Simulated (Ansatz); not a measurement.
The cluster Te4Pt, relaxed as a singlet with RKS B3LYP-D4/def2-SVP in Ansatz, starting from the GFN2-xTB geometry. Force threshold 0.02 eV/Å.

In the def2 sets Pt, Te take a core potential; there is no spin–orbit coupling. The restricted singlet is unstable towards broken spin symmetry in Hartree–Fock (as tested in another run); at B3LYP-D4/def2-SVP this wasn't settled. Another isomer (singlet) lies 0.29 eV lower at PBE0-D4/def2-TZVP; other spin states weren't run for this one.

Start:

```xyz
5

Pt    0.0034   -0.0003    0.0022
Te    0.8413   -2.4060    0.3484
Te    1.3626    1.8967    1.0769
Te   -0.8450    2.3991   -0.3482
Te   -1.3622   -1.8895   -1.0794
```

| step | energy (eV) | largest force component (eV/Å) | SCF passes |
| --- | --- | --- | --- |
| 1 | -32435.3966 | 0.647 | 20 |
| 2 (rejected) | -32435.2793 | 1.052 | 28 |
| 3 | -32435.4746 | 0.780 | 26 |
| 4 | -32435.4898 | 0.016 | 26 |

Force components are those of the run's own axes.

End:

```xyz
5

Pt    0.001    0.000    0.001
Te    0.845   -2.468    0.344
Te    1.381    1.955    1.096
Te   -0.846    2.466   -0.345
Te   -1.380   -1.953   -1.096
```

By distances, no bond broke or formed. The bond that changes most is Pt1–Te3, from 2.57 to 2.63 Å (atoms count from 1).

No frequencies were taken in this run, so the end may be a saddle point.

Hardware: 4 threads of Arm Neoverse V1 on a shared host. Wall time 17 s.
